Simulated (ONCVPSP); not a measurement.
# tungsten, ONCV: configuration errors across variants

* Element: W
* Generator: ONCVPSP 4.0.1
* Type: optimised norm-conserving Vanderbilt (ONCV)
* Functional: LDA (Perdew-Zunger)
* Relativity: scalar-relativistic
* Frozen core: [Kr] 4d10
* Valence charge: 28
* Reference configuration: 4f14 5s2 5p6 5d4 6s1.5 6p0.5
* Partial waves: 5s+6s: rc 1.75 bohr, ncon 5, nbas 9, qcut 7.7 1/bohr, 2 projectors; 5p+6p: rc 1.95 bohr, ncon 4, nbas 7, qcut 8.4 1/bohr, 2 projectors; 5d: rc 1.70 bohr, ncon 5, nbas 9, qcut 6 1/bohr, 2 projectors, debl 2.2 Ha; 4f: rc 0.50 bohr, ncon 4, nbas 8, qcut 23.5 1/bohr, 2 projectors, debl 1.1 Ha
* Local potential: polynomial inside 0.35 bohr (lpopt 1, dvloc0 1 Ha)
* Core correction: Teter function, fcfact 4, rcfact 1.75

In the f channel the program set the typed energies aside and used -1.260, 0.250 Ha.

All-electron excitation energies from the reference (eV): (1) 4f14 5s2 5p6 5d4 6s2 6p0 -2.251; (2) 4f14 5s2 5p6 5d4 6s1 6p0 6.882; (3) 4f14 5s2 5p6 5d4 6s0 6p0 22.909; (4) 4f14 5s2 5p6 5d5 6s0 6p0 7.734.

A true bound ghost makes a file unfit for plane-wave use even where its test errors are small: the radial tests pick states by their node count and pass the ghost by.

Errors AE − PS in meV (a dash: test not solved or not reliable):

| change | (1) | (2) | (3) | (4) | bound ghosts | GHOST(+) flags above zero |
| --- | --- | --- | --- | --- | --- | --- |
| base | +0.5 | -2.7 | -10 | -14 | s, p, d | f |
| s: nproj 3 | +0.5 | -2.9 | -11 | -14 | s, p, d | s, f |
| all radii but the core radius scaled by about 1.18 (s 2.06, p 2.30, d 2.00, f 0.58 bohr); local potential polynomial inside 0.42 bohr (lpopt 1, dvloc0 1 Ha) | +0.4 | -3.0 | -12 | -16 | s, p, d | s |
| f: qcut 21.3 | +0.5 | -2.8 | -10 | -14 | s, p, d | none |
| d: rc 1.6 | +0.5 | -2.7 | -10 | -14 | s, p, d | f |
| core correction Teter function, fcfact 1.4, rcfact 1.75 | +0.5 | -2.7 | -9.6 | -12 | s, p, d | f |

(1) Give the same row for: core correction Teter function, fcfact 4, rcfact 1.3.

## Answers

(1) +0.5, -2.6, -9.1, -11; bound ghosts: s, p, d; GHOST(+) flags above zero: f.
